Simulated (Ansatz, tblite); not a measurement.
Cost and result up the ladder for the cluster PdSe₂⁻ (the lowest doublet isomer of a short search) (3 atoms). The state is a doublet with charge -1. Geometry: PBE0-D4/def2-TZVPD.

```xyz
3

Pd   -0.2319    0.9617   -0.9944
Se   -0.7054   -1.2043   -0.0111
Se    0.9372    0.2426    1.0054
```

Ansatz on 4 threads of Arm Neoverse V1 on a shared host; xTB runs through tblite on one thread. Times are rough, summed over both states, and most runs start from the orbitals of an earlier one. PBE0-D4/def2-TZVPD serves as the yardstick here, not as an exact answer. The other state is a triplet.

In the def2 sets Pd takes a core potential; there is no spin–orbit coupling. The xTB rows come from tblite. Another isomer (doublet) lies 0.38 eV lower at r2SCAN-D4/def2-TZVPD.

Raw xTB energies of ions are shifted by several eV, and xTB has no spin-polarisation term.

| level | functions | vertical IE (eV) | difference from PBE0-D4/def2-TZVPD (eV) | remarks |
| --- | --- | --- | --- | --- |
| r2SCAN-D4/def2-TZVPD | 154 | 1.84 | -0.10 | HOMO above zero (-1 doublet) |
| GFN1-xTB | 27 | 5.90 | 3.96 | – |
| PBE0-D4/def2-TZVPD | 154 | 1.95 | 0.00 | – |
| GFN2-xTB | 27 | 7.40 | 5.45 | – |
| PBE-D4/def2-TZVPD | 154 | 1.81 | -0.14 | HOMO above zero (-1 doublet) |

(1) Estimate how long each takes.

Answers

(1) GFN1-xTB 0.006 s; GFN2-xTB 0.006 s; PBE-D4/def2-TZVPD 7.2 s; PBE0-D4/def2-TZVPD 12 s; r2SCAN-D4/def2-TZVPD 16 s. On shared hardware such times vary by a factor of up to 3.
